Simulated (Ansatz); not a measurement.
Species: CH4Si, SMILES `C=[SiH2]` (charge 0, multiplicity 1).

### Question
Give a relaxed geometry from PBE0-D3(BJ)/def2-TZVP in Ansatz (a first-principles code).

### Answer
the end point of this relaxation (outside a Z-matrix the atoms follow the SMILES, hydrogens last).
Z-matrix (Å, degrees):
```
Si
C 1 1.6986
H 2 1.0837 1 122.15
H 2 1.0837 3 115.70 1 180.00
H 1 1.4781 2 122.65 3 180.00
H 1 1.4781 5 114.70 2 -180.00
```
